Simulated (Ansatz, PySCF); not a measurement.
Breaking the Se3–H4 bond in FHSeTe (SMILES F[Te][SeH]) (multiplicity 1 held, fragments rigid). Energies count from the point at 1.477 Å.
Geometry at that point (charge 0, multiplicity 1):
| atom | x (Å) | y (Å) | z (Å) |
|---|---|---|---|
| Te | 0.4218 | 0.2981 | 0.7323 |
| F | 1.5858 | 1.3313 | -0.4238 |
| Se | -1.0581 | -0.7511 | -0.9716 |
| H | -0.2320 | -1.9480 | -1.2318 |

Restricted levels (R-, RO-) in cc, def2 and unpolarised 6-31G sets keep to the state of the molecule at rest. U- levels take the lowest unrestricted solution at each point, which mixes spins at long bonds. Active spaces are followed from a long bond inwards. Curves can end on different states.

Cores are frozen in the correlated methods. Filled d and f shells under p-block atoms count as core. Rows in LANL2DZ carry no dispersion term and start afresh at each structure. LANL2DZ brings its own core potentials from Na on.

Programs: Ansatz (Gaussian orbitals); PySCF for LANL2DZ rows. Values without a source in brackets are computed. In def2 rows elements past Kr take small-core potentials, without spin–orbit coupling.

```
level                                     energy at R = 4.728 Å (kJ/mol)
----------------------------------------  ------------------------------
U-HF/LANL2DZ                                                       184.8
U-PBE/def2-TZVPP                                                   261.3
R-r2SCAN/def2-TZVPP                                                    …
U-r2SCAN/def2-TZVPP                                                271.0
R-B3LYP/def2-TZVPP                                                     …
U-B3LYP/def2-TZVPP                                                 275.9
U-MP2/def2-TZVPP                                                   291.9
CASSCF(4,3)/def2-TZVPP                                             277.2
FIC-NEVPT4(SD) on CASSCF(4,3)/def2-TZVPP                           294.6
```

Q: Fill in the missing entries.

A: 
- R-r2SCAN/def2-TZVPP, energy at R = 4.728 Å (kJ/mol): 411.7
- R-B3LYP/def2-TZVPP, energy at R = 4.728 Å (kJ/mol): 430.7

Doubts at one or more of the structures used: a spin-contaminated determinant (U-HF/LANL2DZ, U-PBE/def2-TZVPP, U-r2SCAN/def2-TZVPP, U-B3LYP/def2-TZVPP, U-MP2/def2-TZVPP); a restricted determinant that unrestricted orbitals would lower (R-r2SCAN/def2-TZVPP, R-B3LYP/def2-TZVPP); active orbitals that take no part (CASSCF(4,3)/def2-TZVPP, FIC-NEVPT4(SD) on CASSCF(4,3)/def2-TZVPP).

Ansatz is a first-principles code.
